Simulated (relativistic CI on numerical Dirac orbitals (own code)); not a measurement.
**W LVIII: sensitivity of the levels to the model**

Base calculation: Dirac-Coulomb-Breit CI, KLI orbitals optimised for each configuration, a model potential for QED, unscaled Slater integrals.

Configurations in the expansion (outside the closed core [Ne]): 3s²3p⁵, 3s²3p⁴3d, 3s3p⁶, 3s3p⁵3d, 3s3p⁴3d², 3p⁶3d, 3s²3p³3d4p, 3s3p⁴3d4s, 3p⁶4s, 3s²3p⁴4s, 3p⁶4p, 3s²3p⁴4p, 3s²3p³3d², 3s²3p²3d³, 3s3p³3d³, 3s²3p²3d²4s, 3s²3p²3d²4p. Double excitations out of closed p, d and f shells are left out; levels of such configurations are missing from the list, as are those of other unlisted configurations, and high levels can miss mixing partners.

The lowest level and the first level of each name with at least 55 % of one term (blank where a level has no safe partner in the second run):

```tsv
Level	Base (eV)	Shift (eV)
3s²3p⁵ ²P°3/2	0.000	0.000
3s²3p⁴3d ²D3/2	265.233	-1.366
3s²3p⁴3d ⁴F9/2	318.944	+0.645
3s²3p⁴3d ²P1/2	325.584	+0.476
3s²3p⁵ ²P°1/2	347.828	+0.286
3s3p⁶ ²S1/2	541.229	+3.291
3s²3p⁴3d ⁴D1/2	572.079	+2.647
3s²3p⁴3d ²G7/2	592.474	+0.378
3s²3p⁴3d ²G9/2	670.479	+0.379
3s3p⁵3d ⁴P°1/2	757.849	+5.364
```

At this charge energies of transitions that change n are usually good to better than 1 %, and those within a shell (Δn = 0) to a few per cent.

(1) One thing was changed in a second run, which moved the levels as shown. Which?
A. configuration mixing switched off
B. Breit term removed
C. valence Slater integrals scaled by 0.9
D. QED terms removed

Answers

(1) C. Valence Slater integrals scaled by 0.9. Scaling acts on the splittings between terms and on the mixing, and leaves the fine structure of pure LS terms nearly alone; in jj coupling it moves the levels of one term differently.

LS names give the leading component of a level, which can be under half, so a name can repeat, a term be missing and a line seem to break the LS rules.
